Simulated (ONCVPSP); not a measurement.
**Pseudopotential generation for Bi: ONCV, PW91, scalar-relativistic.**

ONCVPSP 4.0.1 input, shortened (lines: element, Z, core and valence counts, functional; n l f; lmax; l rc ep ncon nbas qcut; lloc lpopt rc5 dvloc0; l nproj debl; icmod fcfact rcfact), PW91, scalar-relativistic:

```
  Bi 83.00   10    5  -109134      upf
    1    0    2.00
    2    0    2.00
    2    1    6.00
    3    0    2.00
    3    1    6.00
    3    2   10.00
    4    0    2.00
    4    1    6.00
    4    2   10.00
    4    3   14.00
    5    0    2.00
    5    1    6.00
    5    2   10.00
    6    0    2.00
    6    1    2.50
    2
    0    1.35    0.00    3    7    6.80
    1    1.25    0.00    4    8   10.40
    2    1.35    0.00    5    8    8.10
    4    5    0.90    6.00
    0    2    1.80
    1    2    2.10
    2    2    2.60
    0    0.00    0.00
```

Poles of the logarithmic derivatives, all-electron (AE) and pseudo (PS). s: poles at -5.3 (AE) and -5.3, 3.1 (PS) Ha. p: poles at -1.8 (AE) and -1.8 (PS) Ha. d: poles at 1.1 (AE) and 1.1 (PS) Ha. Test radii: s 1.37, p 1.27, d 1.37 bohr.

- Cutoffs needed: 42 Ha and 94 Ha (the cutoffs (Ha) at which the residual kinetic energy of the hardest occupied pseudo-wave falls to 1 and 0.1 mHa per electron)
- Ghost test: no bound ghost flagged; GHOST(+) flagged for s at 93.6 eV
- Largest excitation error: -42 meV (all-electron minus pseudo) for 5s2 5p6 5d10 6s1 6p0, out of 4 test configurations
